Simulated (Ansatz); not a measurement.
```yaml
crystal:
  periodic: [false, false, false]
  atoms:
    - {symbol: C, position_ang: [-0.215382, -2.538850, 0.821571]}
    - {symbol: O, position_ang: [0.024782, -0.828369, 0.442767]}
    - {symbol: Si, position_ang: [0.778154, -0.100310, -1.385030]}
    - {symbol: C, position_ang: [0.537229, 2.179562, -1.006630]}
    - {symbol: F, position_ang: [2.052582, 2.972676, -0.624177]}
    - {symbol: In, position_ang: [-1.087743, 1.942815, 1.247010]}
    - {symbol: H, position_ang: [-1.134223, -3.100568, -0.021757]}
    - {symbol: H, position_ang: [0.963395, -3.224788, 0.721860]}
    - {symbol: H, position_ang: [-0.671267, -2.637600, 2.101833]}
    - {symbol: H, position_ang: [2.512568, -0.726894, -1.609435]}
    - {symbol: H, position_ang: [-0.324571, -0.757108, -2.734239]}
    - {symbol: H, position_ang: [-0.055126, 2.856884, -2.033903]}
    - {symbol: H, position_ang: [-3.198407, 1.629512, 0.924984]}
    - {symbol: H, position_ang: [-0.182002, 2.333026, 3.155135]}
basis:
  gaussian: {orbitals: def2-SVP, final_grid: {core_spheres: 8, valence_spheres: 7, degree: 23}}
hamiltonian: {xc: {name: wB97X-V}, pseudopotentials: {relativity: scalar}}
scf: {lower_state_search: light}
output: {forces: true}
```

```sh
$ ansatz run in.yaml --threads 2 --pin off --events-out ev --progress --plain --max-ram 22528MiB --backend cpu
```

Shortened log:

```
Functional definition: wB97X-V
1473 factors; integrals over basis functions are off by at most 1.3e-3 eV
419 factors; integrals over basis functions are off by at most 1.2e-5 eV
mean field evaluation 1: about -20008.0741 eV, gradient 5.2e1 eV
mean field evaluation 2: about -20000.5071 eV, gradient 8.6e1 eV
mean field evaluation 4: about -20014.0834 eV, gradient 4.6e0 eV
mean field evaluation 8: about -20014.2082 eV, gradient 4.7e-1 eV
mean field evaluation 16: about -20014.2092 eV, gradient 9.2e-4 eV
mean field -20014.20921161 eV, -735.5086224086 hartree, gradient 2.7e-5 eV, S^2 0.000000; 0 other end points of the search recorded, 0 dependent functions left out
reference -20014.20920836 eV, -735.5086222889 hartree; 36, 36 occupied and 104, 104 virtual orbitals, 1473 factors
Total energy: -20014.20920836 eV, -735.5086222889 hartree
Relativity: scalar
Atom 0 at    -0.215382    -2.538850     0.821571 Å, force     0.083098    -0.278017    -0.282649 eV/Å
Atom 1 at     0.024782    -0.828369     0.442767 Å, force     0.455919    -2.368273    -1.961744 eV/Å
Atom 2 at     0.778154    -0.100310    -1.385030 Å, force    -0.268683    -0.621443     1.247628 eV/Å
Atom 3 at     0.537229     2.179562    -1.006630 Å, force     0.465424     0.642173    -0.441144 eV/Å
Atom 4 at     2.052582     2.972676    -0.624177 Å, force    -4.395995    -2.505532    -1.279607 eV/Å
Atom 5 at    -1.087743     1.942815     1.247010 Å, force     0.333988    -0.224330     0.039141 eV/Å
Atom 6 at    -1.134223    -3.100568    -0.021757 Å, force     3.120730     2.116987     2.770466 eV/Å
Atom 7 at     0.963395    -3.224788     0.721860 Å, force    -3.926635     2.554306     0.268424 eV/Å
Atom 8 at    -0.671267    -2.637600     2.101833 Å, force     1.593514     0.731910    -4.419425 eV/Å
Atom 9 at     2.512568    -0.726894    -1.609435 Å, force    -3.134457     1.103049     0.439765 eV/Å
Atom 10 at    -0.324571    -0.757108    -2.734239 Å, force     1.902453     1.192137     2.390600 eV/Å
Atom 11 at    -0.055126     2.856884    -2.033903 Å, force     2.352510    -2.243652     3.221820 eV/Å
Atom 12 at    -3.198407     1.629512     0.924984 Å, force     2.491839     0.373575     0.304225 eV/Å
Atom 13 at    -0.182002     2.333026     3.155135 Å, force    -1.073703    -0.472890    -2.297502 eV/Å
Dipole moment:    -0.523018    -0.699777    -0.117777 e Å
```

Run time 11 s (2 threads of an AMD EPYC 7R13 on a shared host); peak host memory 0.5 GiB.
